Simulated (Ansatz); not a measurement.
`C[Se][GaH][Cl]` + H–F → `[F][GaH][Cl]` + `C[SeH]` at 700 K and 1 bar (ligand exchange at a Ga–Se bond).

Isolated molecules relaxed with PBE0-D4/def2-TZVP in Ansatz; ΔE leaves out vibrations. CBS: MP2 limit from def2 TZ/QZ plus the TZ coupled-cluster correction, frozen cores. This one scheme is used for every species. For Ga, Se outer-core shells are correlated without core-valence functions, which leaves a few kJ/mol of doubt a bond. Scalar relativity is left out up to krypton. One conformer a species, not always the lowest.

```csv
species,CCSD(T)/CBS energy (Eh),H − E (kJ/mol),S (J/(mol·K))
`C[Se][GaH][Cl]`,-4824.97287,190.8,473.1
H–F,-100.39570,45.2,198.5
`[F][GaH][Cl]`,-2484.20089,67.7,352.5
`C[SeH]`,-2441.15625,157.6,325.3
```

H − E and S are ideal-gas, rigid-rotor, harmonic terms from PBE0-D4/def2-TZVP, for one conformer and one mirror image of each species. 1 Eh = 2625.50 kJ/mol, R = 8.31446 J/(mol·K).

Q: By hand: ΔE, ΔH, ΔS and ΔG.

A: ΔE = (-2484.20089) + (-2441.15625) − (-4824.97287) − (-100.39570) = 0.01143 Eh = 30.0 kJ/mol. Δ(H − E) = 67.7 + 157.6 − 190.8 − 45.2 = -10.7, so ΔH = 19.3 kJ/mol. ΔS = 352.5 + 325.3 − 473.1 − 198.5 = 6.2 J/(mol·K). ΔG = 19.3 − 700 × (6.2)/1000 = 15.0 kJ/mol.

Q: By hand: the equilibrium constant, and the temperature at which ΔG would vanish if ΔH and ΔS stayed fixed.

A: log₁₀ K = −ΔG/(RT ln 10) = -1.1. ΔG = 0 at ΔH/ΔS = 3113 K, far beyond where these terms or the molecules hold.

The number of gas molecules stays the same, so ΔS is small and ΔH decides. A doubt of 5 kJ/mol in ΔE shifts log₁₀ K by 0.4 here. Other conformers and mirror images would add mixing entropy, several J/(mol·K) or more a flexible species. Modes under 60 cm⁻¹, often nearly free rotors, make the harmonic entropy too high. These are equilibria of isolated gas molecules and say nothing of rates. Largest T1 diagnostic: 0.013 (customary marks: 0.02 for closed shells, 0.045 for open ones).
